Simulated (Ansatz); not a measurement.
C₂H₇AlBNO. The species carries charge 0 and has multiplicity 1. The bonds changed during the relaxation, so this is another structure than the one it started from.

Cartesian coordinates in Å:
```
B -0.927 -0.605 0.267
C -0.177 0.343 1.340
C 0.453 0.349 0.017
N 0.384 1.442 -0.906
O 1.646 -0.412 -0.132
Al 0.557 -1.451 -0.962
H -0.607 -1.816 0.449
H -2.022 -0.418 -0.171
H 0.380 -0.126 2.142
H -0.721 1.237 1.624
H -0.566 1.777 -0.996
H 0.964 2.211 -0.582
H 0.636 -2.531 -2.090
```

(1) What are the harmonic wavenumbers in cm⁻¹ at PBE0-D4/def2-TZVP (Ansatz, finite differences of forces, unscaled)? (An estimate is asked.)

(2) Is this a minimum?

(3) Give the ideal-gas thermochemistry at 298.15 K and 1 bar (rigid rotor, harmonic oscillator; point group C1, symmetry number 1).

(4) And at 400, 500, 600, 800 and 1000 K?

Results:

(1) Ansatz gave: 156, 199, 316, 380, 424, 446, 510, 544, 553, 682, 707, 728, 781, 837, 864, 906, 931, 964, 1002, 1013, 1209, 1241, 1266, 1321, 1452, 1634, 2012, 2154, 2627, 3145, 3232, 3502, 3610.

(2) Yes, all 33 modes are real.

(3) Zero-point energy 247.3 kJ/mol; H(298) − E = 267.5 kJ/mol; entropy 330.5 J/(mol·K), of which translation 166.1, rotation 111.3, vibration 53.1; G(298) − E = 169.0 kJ/mol.

(4) 
```json
{"T (K)": "400", "H − E (kJ/mol)": "281.2", "S (J/mol/K)": "369.9", "G − E (kJ/mol)": "133.3"}
{"T (K)": "500", "H − E (kJ/mol)": "297.6", "S (J/mol/K)": "406.2", "G − E (kJ/mol)": "94.4"}
{"T (K)": "600", "H − E (kJ/mol)": "316.0", "S (J/mol/K)": "439.8", "G − E (kJ/mol)": "52.1"}
{"T (K)": "800", "H − E (kJ/mol)": "357.7", "S (J/mol/K)": "499.7", "G − E (kJ/mol)": "-42.0"}
{"T (K)": "1000", "H − E (kJ/mol)": "404.1", "S (J/mol/K)": "551.3", "G − E (kJ/mol)": "-147.2"}
```
